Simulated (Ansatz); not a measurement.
Frontier orbitals of `[CH3][InH][Br]`.

Z-matrix (Å, degrees):
```
C
In 1 2.132
H 1 1.091 2 108.7
H 1 1.089 2 111.9 3 -121.2
H 1 1.091 2 108.7 3 117.5
Br 2 2.499 1 111.4 3 -58.3
H 2 1.709 1 136.6 3 121.8
```

The species carries charge 0 and has multiplicity 1. Correlated methods include outer-core shells of Br, In, which these sets cover unevenly. Scalar relativity is left out up to krypton. In takes the def2 core potential. The geometry is a stationary point of PBE0-D4/def2-TZVP. Basis def2-TZVPP, Ansatz.

Orbital energies of one run (eV). Highest occupied ones, from the top: -6.21, -6.61, -7.12, -7.44, -9.98, -10.04, -10.35, -16.75, -17.80, -18.96, -18.96, -19.04, -19.24, -19.36. Empty: -2.34, -1.48, -0.39, 0.89, 1.15, 1.37.

Q: Which functional gave them?
A. BHLYP
B. LC-ωPBE
C. ωB97X-V
D. BLYP

A: D. HOMO energies: BLYP -6.21, LC-ωPBE -10.24, BHLYP -8.65, ωB97X-V -9.89 eV.

LC-ωPBE has ω = 0.4 bohr⁻¹.
